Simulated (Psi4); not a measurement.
Pair of molecules, SMILES CO with SMILES C=O (the first has 6 atoms); geometry from B3LYP-D3(BJ)/def2-TZVP, rigid monomers moved along the line of their centres of mass till O2···C7 is 3.13 Å.
(charge 0, multiplicity 1):
```xyz
10

C      0.311    -0.560     0.250
O     -0.373     0.622     0.663
H      0.857    -0.404    -0.685
H     -0.451    -1.320     0.083
H      1.003    -0.915     1.020
H      0.279     1.319     0.790
C     -0.439     0.226     3.765
O      0.717     0.029     4.029
H     -0.891     1.233     3.815
H     -1.126    -0.590     3.479
```

Method: SAPT0/jun-cc-pV(D+d)Z (Psi4).

### Question
Give the four SAPT terms and the total, and say what mostly holds the pair together.

### Answer
electrostatics -13.5, exchange 6.5, induction -1.8, dispersion -4.3, total -13.1 kJ/mol; the largest attraction is electrostatics.
